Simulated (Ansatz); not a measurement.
Relaxation of C$_{2}$H$_{3}$NOTe (8 atoms, charge 0, multiplicity 1), to a largest force component of 0.015 eV/Å in at most 40 steps.

All numbers below come from RKS PBE0-D4/def2-SVP in Ansatz 0.2.0.

```xyz
8
Properties=species:S:1:pos:R:3
N -0.632 1.391 1.398
C -0.138 0.622 0.543
O -0.243 0.612 -0.865
C 0.823 -0.233 -1.141
Te 1.088 -1.160 0.645
H -1.279 2.236 1.045
H 0.674 -0.914 -1.955
H 1.733 0.417 -1.330
```

Task: Where does it end, and by what steps?

Result: The run converged. After 8 steps the energy has fallen by 0.720 eV; O3 moved furthest, 0.37 Å.

| step | energy less start (eV) | largest force component (eV/Å) | accepted |
| --- | --- | --- | --- |
| 0 | 0.0000 | 2.654 | yes |
| 1 | -0.6037 | 1.370 | yes |
| 2 | -0.6893 | 0.634 | yes |
| 3 | -0.5997 | 1.323 | no |
| 4 | -0.7101 | 0.392 | yes |
| 5 | -0.6282 | 1.761 | no |
| 6 | -0.7200 | 0.043 | yes |
| 7 | -0.7202 | 0.017 | yes |
| 8 | -0.7202 | 0.002 | yes |

```xyz
8
Properties=species:S:1:pos:R:3
N -0.826 1.295 1.407
C -0.142 0.643 0.598
O 0.029 0.833 -0.737
C 0.906 -0.188 -1.184
Te 1.118 -1.084 0.794
H -1.312 2.078 0.961
H 0.414 -0.842 -1.917
H 1.839 0.235 -1.582
```

Time of the run: 21 s on 2 threads of Intel(R) Xeon(R) Platinum 8488C (Sapphire Rapids), on a shared host, peak memory 0.24 GiB.
